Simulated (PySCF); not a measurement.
Excitations are Tamm–Dancoff values on a coarser integration grid. The basis has no diffuse functions, so Rydberg states are missing or too high.

Cartesian coordinates (Å):
```xyz
7

C     -0.9800    -0.0150     0.1991
S      0.4422    -1.1489     0.1785
S      1.9841     0.0385     0.8592
H     -1.8475    -0.6175    -0.0757
H     -0.8497     0.7842    -0.5279
H     -1.1260     0.3984     1.1945
H      2.3791     0.5716    -0.3157
```
Charge 0, spin multiplicity 1.

Q: Estimate the LUMO, HOMO–LUMO gap, S1 excitation (TDA), S1 oscillator strength, S1–T1 gap (TDA), dipole moment, HOMO and total energy that PBE-D3(BJ)/def2-TZVP // B3LYP-D3(BJ)/def2-TZVP run with PySCF returns for this input.

A: 
| Item | Value |
|---|---|
| LUMO | -1.66 eV |
| HOMO–LUMO gap | 4.05 eV |
| S1 excitation (TDA) | 4.39 eV |
| S1 oscillator strength | 0.004 |
| S1–T1 gap (TDA) | 0.71 eV |
| dipole moment | 1.76 D |
| HOMO | -5.71 eV |
| total energy | -22763.59 eV |
